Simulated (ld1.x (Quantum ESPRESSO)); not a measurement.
**oxygen (O): ultrasoft pseudisation with LDA (PZ), scalar-relativistic reference atom.**

- Element: O (Z = 8)
- Generator: ld1.x (Quantum ESPRESSO) 7.5
- Type: ultrasoft
- Functional: LDA (PZ)
- Relativity: scalar-relativistic
- Frozen core: [He]
- Valence charge: 6
- Reference configuration: 2s2 2p2 (charge +2)
- Partial waves: 2s (bound): rcut 0.85, rcutus 0.95 bohr; 2s channel at -3.45 Ry: rcut 0.85, rcutus 0.95 bohr; 2p (bound): rcut 1.70, rcutus 1.90 bohr; 2p channel at -0.6 Ry: rcut 1.70, rcutus 1.90 bohr; 3d channel at 0.05 Ry: rcut 1.30, rcutus 1.60 bohr; 3d channel at 2.7 Ry: rcut 1.30, rcutus 1.60 bohr
- Local potential: all-electron potential smoothed inside 1.75 bohr (lloc = -1)
- Core correction: none
- Augmentation charge: PSQ, inside the norm-conserving radii

All-electron outer shells of the reference configuration (LDA (PZ), scalar-relativistic, ld1.x):

```json
{"shell": "2s", "level (eV)": "-58.02", "outermost node (bohr)": "0.28", "outermost maximum (bohr)": "0.84"}
{"shell": "2p", "level (eV)": "-43.35", "outermost node (bohr)": "–", "outermost maximum (bohr)": "0.74"}
```

Estimate the cutoffs (Ry, on a coarse ladder) from which the occupation-weighted sum of valence levels, in a spherical-Bessel basis at the reference potential, stays within 10 and 1 mRy of its value at 400 Ry.

21 Ry and 40 Ry.

Does the potential have ghost states?

No extra level below or beside the all-electron valence levels (s, p, d, f tested).

Is the overlap operator S = 1 + Σ q|β⟩⟨β| positive definite (Bessel basis up to 400 Ry)?

Yes: its lowest eigenvalue is 0.15 (p channel).

Its largest configuration-test error is +220 meV (2s1 2p4). 5 of 9 tests not solved or not reliable. Not counted: 2s2 2p4 (solver errors, printed error -378 eV); 2s2 2p4 (spin-polarised) (solver errors, printed error -378 eV); 2s1 2p5 (solver errors, printed error -343 eV); 2 more.
